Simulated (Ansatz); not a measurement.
`C[SiH](O)[SiH3]` → silanol + `C[SiH]` at 700 K and 1 bar (silylene formation by 1,1-elimination).

Isolated molecules relaxed with PBE0-D4/def2-TZVP in Ansatz; ΔE leaves out vibrations. CCSD(T)/CBS is the MP2 limit (def2-TZVPP, def2-QZVPP) plus CCSD(T) − MP2 in def2-TZVPP, frozen cores. This one scheme is used for every species. Each species was taken in one conformer, which may not be the lowest.

```json
{"species": "`C[SiH](O)[SiH3]`", "CCSD(T)/CBS energy (Eh)": "-696.24702", "H − E (kJ/mol)": "310.4", "S (J/(mol·K))": "495.7"}
{"species": "`O[SiH3]`", "CCSD(T)/CBS energy (Eh)": "-366.69042", "H − E (kJ/mol)": "144.6", "S (J/(mol·K))": "321.6"}
{"species": "`C[SiH]`", "CCSD(T)/CBS energy (Eh)": "-329.46712", "H − E (kJ/mol)": "152.0", "S (J/(mol·K))": "322.2"}
```

H − E and S are ideal-gas, rigid-rotor, harmonic terms from PBE0-D4/def2-TZVP, for one conformer and one mirror image of each species. 1 Eh = 2625.50 kJ/mol, R = 8.31446 J/(mol·K).

**Question.** By hand: ΔE, ΔH, ΔS and ΔG.

**Answer.** ΔE = (-366.69042) + (-329.46712) − (-696.24702) = 0.08948 Eh = 234.9 kJ/mol. Δ(H − E) = 144.6 + 152.0 − 310.4 = -13.8, so ΔH = 221.1 kJ/mol. ΔS = 321.6 + 322.2 − 495.7 = 148.1 J/(mol·K). ΔG = 221.1 − 700 × (148.1)/1000 = 117.4 kJ/mol.

**Question.** By hand: the equilibrium constant, and the temperature at which ΔG would vanish if ΔH and ΔS stayed fixed.

**Answer.** log₁₀ K = −ΔG/(RT ln 10) = -8.8. ΔG = 0 at ΔH/ΔS = 1493 K.

The number of gas molecules changes by +1, which sets the sign of ΔS. A doubt of 5 kJ/mol in ΔE shifts log₁₀ K by 0.4 here. Other conformers and mirror images would add mixing entropy, several J/(mol·K) or more a flexible species. These are equilibria of isolated gas molecules and say nothing of rates. Largest T1 diagnostic: 0.012 (customary marks: 0.02 for closed shells, 0.045 for open ones).
